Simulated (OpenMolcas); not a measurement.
## Pm3+: moving the ligands

Pm3+ with 6 ligands (oxide) in trigonal antiprismatic coordination (D3d) at 2.35 Å, a polar angle of 52.6° against the regular 54.74°. A charge of +1.5 e stands 3.2 Å behind each ligand. Ligand basis ANO-RCC-VDZP.
```
Pm    0.0000    0.0000    0.0000
O     0.0000    1.8655    1.4291
O    -1.6156   -0.9328    1.4291
O     1.6156   -0.9328    1.4291
O     0.0000   -1.8655   -1.4291
O     1.6156    0.9328   -1.4291
O    -1.6156    0.9328   -1.4291
```

* Program: OpenMolcas 26.06
* Method: CASSCF
* Basis: ANO-RCC-VDZP [7s6p4d2f1g]
* Scalar Hamiltonian: DKH2, point nucleus
* Active space: 4 electrons in 7 orbitals (4f)
* State averaging: 2S+1 = 5 even, 35 roots (33 in the spin-orbit step); 2S+1 = 3 even, 117 roots kept (CI in the orbitals of an earlier block, 106 in the spin-orbit step); 2S+1 = 1 even, 75 roots kept (CI in the orbitals of an earlier block, 31 in the spin-orbit step)
* Spin-orbit coupling: RASSI with atomic mean-field integrals over the reference wave functions

Runs around this geometry, states (labels of D3, the rotations of D3d). Energies in cm-1 above the lowest state or level, χT in cm3 K/mol.

| R (Å) | Ground state | First state of that spin | First gap with spin-orbit (degeneracies) | Width of lowest J | χT at 300 K |
| --- | --- | --- | --- | --- | --- |
| 2.28 | 5A1 | 5A2 34.0 | 14.5 (2, 1) | 334 | 0.929 |
| 2.35 | 5A1 | 5A2 37.0 | 6.0 (2, 1) | 302 | 0.940 |
| 2.48 | 5A1 | 5A1 32.1 | 4.9 (1, 2) | 252 | 0.959 |

Taking the width of the lowest J multiplet as R^-n, n = -ln(252 / 334) / ln(2.48 / 2.28) = 3.4 between the shortest and longest distance.

High states are left out of the spin-orbit mixing, which shifts the levels that they would mix with. The oxide ions are held by bare point charges, a crude embedding. Without dynamic correlation the ligand-field splitting of an f shell can come out too small, at times by half. A group larger than the point group allows holds several states that coincide in this model. No measured value stands beside these numbers; the geometry was imposed, not optimised, and the real ion may take another.
